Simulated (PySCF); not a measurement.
Job file and geometry (Å, from GFN2-xTB) of an NMR shielding run on SMILES O1[Si@@H](OCC)CCC1, C5H12O2Si, PySCF 2.14.0, density-fitted response routines, GIAO PBE0/pcSseg-1 NMR shielding, non-relativistic, gas phase; density fitting, a coarse starting grid and PySCF grid level 2 are the driver's defaults:

```
$ OMP_NUM_THREADS=1 python probes_run.py task.json out

{"job": {"kind": "nmr", "xc": "PBE0", "basis": "pcSseg-1"}, "charge": 0, "multiplicity": 1}
C      3.108073     0.836975    -0.546477
C      2.374373    -0.496067    -0.545195
O      1.036599    -0.299140    -0.904860
Si    -0.291026    -0.921907    -0.240835
C     -1.155660     0.014364     1.181503
C     -2.284635     0.719118     0.425727
C     -2.640194    -0.167601    -0.768075
O     -1.459593    -0.663597    -1.341022
H      3.012818     1.303235    -1.523211
H      4.160275     0.686460    -0.322592
H      2.675079     1.499928     0.197896
H      2.823099    -1.175935    -1.279079
H      2.438705    -0.968678     0.440381
H     -0.152167    -2.348699     0.060257
H     -0.550741     0.729329     1.735188
H     -1.575947    -0.681254     1.907011
H     -3.162889     0.902262     1.045574
H     -1.922565     1.675228     0.045042
H     -3.253573    -1.015212    -0.440524
H     -3.185181     0.381870    -1.539442
```

Problem. What does the program print?

Solution. 
```
coarse grid: 16672 points
cycle   1  E = -636.9615430901  dE =  1.102e+00  |g| = 9.275e-01  |ddm| = 3.884e+00
cycle   2  E = -636.7501650358  dE =  2.114e-01  |g| = 1.415e+00  |ddm| = 2.004e+00
cycle   3  E = -637.1202846017  dE = -3.701e-01  |g| = 1.231e-01  |ddm| = 1.399e+00
cycle   4  E = -637.1229401291  dE = -2.656e-03  |g| = 5.198e-02  |ddm| = 1.300e-01
cycle   5  E = -637.1235887413  dE = -6.486e-04  |g| = 7.729e-03  |ddm| = 4.831e-02
cycle   6  E = -637.1236005277  dE = -1.179e-05  |g| = 2.392e-03  |ddm| = 8.796e-03
cycle   7  E = -637.1236017553  dE = -1.228e-06  |g| = 5.594e-04  |ddm| = 2.209e-03
final grid: 154848 points
cycle   8  E = -637.1930528347  dE = -2.939e-05  |g| = 1.371e-02  |ddm| = 2.387e-02
cycle   9  E = -637.1930130414  dE =  3.979e-05  |g| = 2.007e-02  |ddm| = 2.205e-02
cycle  10  E = -637.1930892143  dE = -7.617e-05  |g| = 1.535e-03  |ddm| = 1.408e-02
cycle  11  E = -637.1930897269  dE = -5.126e-07  |g| = 1.878e-04  |ddm| = 1.499e-03
cycle  12  E = -637.1930897343  dE = -7.434e-09  |g| = 4.576e-05  |ddm| = 2.192e-04
cycle  13  E = -637.1930897347  dE = -3.818e-10  |g| = 1.845e-05  |ddm| = 5.652e-05
converged SCF energy = -637.1930897347

GIAO shielding tensors (ppm)
atom      isotropic    diamagn.    paramagn.     s11        s22        s33       span
  0 C      166.178     246.733     -80.556    148.333    164.504    185.696     37.363
  1 C      127.280     241.870    -114.590     96.136    117.921    167.785     71.649
  2 O      284.933     401.383    -116.450    248.376    280.056    326.366     77.990
  3 Si     356.376     882.541    -526.165    313.821    361.521    393.787     79.967
  4 C      173.349     256.521     -83.171    167.255    170.681    182.112     14.857
  5 C      158.336     250.100     -91.764    140.623    162.077    172.308     31.685
  6 C      119.037     242.260    -123.223     83.409    114.017    159.685     76.276
  7 O      272.991     398.296    -125.304    200.529    300.223    318.222    117.693
  8 H       30.095      28.921       1.174     26.551     28.338     35.395      8.844
  9 H       30.758      26.701       4.057     26.810     27.504     37.960     11.151
 10 H       30.408      30.909      -0.501     26.374     29.827     35.023      8.650
 11 H       27.588      28.094      -0.506     21.949     27.373     33.441     11.492
 12 H       27.880      30.632      -2.753     22.564     28.269     32.805     10.240
 13 H       26.685      31.071      -4.386     22.894     24.527     32.635      9.741
 14 H       31.027      34.157      -3.129     27.341     28.240     37.501     10.161
 15 H       31.383      32.603      -1.220     26.542     28.836     38.770     12.228
 16 H       29.941      29.604       0.337     25.161     27.415     37.248     12.087
 17 H       29.981      32.194      -2.213     25.544     27.804     36.596     11.052
 18 H       28.156      28.821      -0.665     22.784     26.603     35.080     12.296
 19 H       27.436      27.829      -0.394     22.467     26.337     33.503     11.037
```

Problem. Turn these shieldings into chemical shifts. Scale: ¹³C (σ = 186.93 ppm) and ²⁹Si (σ = 349.16 ppm) and ¹H (σ = 31.72 ppm) against TMS; ¹⁷O (σ = 336.08 ppm) vs H2O (reference shieldings calculated alike).

Solution. Averaging equivalent atoms: C 6: 67.9; C 1: 59.6; C 5: 28.6; C 0: 20.7; C 4: 13.6; O 7: 63.1; O 2: 51.1; Si 3: -7.2; H 13: 5.03; H 19: 4.28; H 11: 4.13; H 12: 3.84; H 18: 3.56; H 16: 1.78; H 17: 1.74; H 8/9/10: 1.30; H 14: 0.69; H 15: 0.33 ppm. Experimental scales use liquid or dissolved standards, which lie at an offset from isolated H2O (liquid H2O: subtract about 36 ppm).

Size and cost of the density-fitted run: 203 basis functions, 33 s wall time on 1 thread of an Arm Neoverse V1, shared host; peak memory 0.84 GiB.
